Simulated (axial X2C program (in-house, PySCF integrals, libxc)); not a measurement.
# Which molecule has these constants?

Computed with an in-house all-electron X2C program for linear molecules (integrals from PySCF), spin-free (one-electron X2C) or two-component (2c: spin–orbit coupling with atomic mean-field Coulomb and Gaunt terms, which also bring small scalar terms), in Dyall basis sets with cores contracted in-house; open shells are unrestricted.

A two-component PBE0 calculation in a Dyall 3-zeta basis gave Re = 2.963 Å, ωe = 163.7 cm⁻¹, dipole magnitude 4.58 D, Ω = 1.

Which molecule is it?
A. SrBr
B. SrSc
C. SrCr
D. SrGe
E. SrGa

D. The others have SrGa 3.260 Å and 113.5 cm⁻¹ (Ω = 1/2); SrSc 3.171 Å and 157.2 cm⁻¹ (Ω = 1/2); SrBr 2.729 Å and 216.2 cm⁻¹ (Ω = 1/2); SrCr 3.343 Å and 99.9 cm⁻¹ (Ω = 3).

Each entry is the lowest single determinant of a limited PBE0 search at one distance. De goes to single-determinant-based atoms at the same level (for ions the charge split of lowest energy) and is withheld (n/a) where an atom does not fit its ground term or J level. Main or longest-lived isotopes. One determinant is a doubtful description, or other states lie close, for SrGe, SrGa, SrSc, SrCr; these need not be ground states, and all values refer to the states named. Some open-shell Ω = 0 determinants are out of reach, so the Ω given for SrGe, SrCr need not be the lowest component. With several unpaired electrons the Ω given is that of one determinant, not necessarily of the lowest component. Some light 2c atoms are not at their ground J level, so De misses part of their lowering (0.04 eV or less). The functionals have no current term, which raises determinants with orbital currents. Where the atoms have a lower orbital projection than the molecule, De at mean-field level may be about a tenth of an eV too small.
